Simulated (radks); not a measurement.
Fractional charge and spin in the 6s shell of mercury: the spin-up occupation runs from 0 to 1 and the spin-down occupation from 0 to 1; the fullest corner is Hg, [Xe] 4f14 5d10 6s(up 1, down 1). All-electron calculation, scalar-relativistic Kohn-Sham, PBEsol, spin-polarised, spherical densities, point nucleus. Program: a radial shooting solver on a logarithmic mesh with Libxc functionals. Energy (eV) minus the two flat planes that join the four corners (they meet along the diagonal where the two added fractions sum to one electron); zero is where a piecewise linear energy would lie.

down \ up,0,0.5,1
0,0.000,-1.024,0.000
0.5,-1.024,0.226,-0.925
1,0.000,-0.925,0.000

Corners above the fullest one (they belong to Hg+ and the next ion): (up 1, down 0) 10.515 eV, (up 0, down 1) 10.515 eV, (up 0, down 0) 29.746 eV. With half an added electron in each spin the energy lies 0.226 eV from the planes (fractional-spin error, the static-correlation error of a stretched bond), and with half an added electron in spin up alone -1.024 eV (fractional-charge error). For a frontier s shell over closed shells the exact functional lies on the planes.
